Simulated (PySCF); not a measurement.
A run for PySCF: R-M06-2X/6-31G* on H4OSi (SMILES O[SiH3]).

```python
from pyscf import gto, scf, dft, mp
from pyscf.data.elements import chemcore

mol = gto.M(
    atom='''
    O    -0.62590923    0.71555521    2.69110436
    Si   -0.02969657    0.20918506    4.13401624
    H    -0.31377923    0.27868912    1.88040261
    H    -0.32937695   -1.22301300    4.39656267
    H    -0.67699531    1.03594270    5.17545616
    H     1.44413348    0.38006582    4.22655676
    ''',
    basis='6-31g*',
    cart=True,
    charge=0, spin=0, verbose=3, max_memory=1800)
mf = dft.RKS(mol, xc='m062x')
mf.conv_tol = 1e-8
mf.max_cycle = 100
mf.kernel()
if not mf.converged:
    mf = mf.newton().run(mf.mo_coeff, mf.mo_occ)
```

It printed:

```
converged SCF energy = -367.057325164325
```

Self-consistency was reached.

Cost: about 2.8 core-seconds (a rough figure).
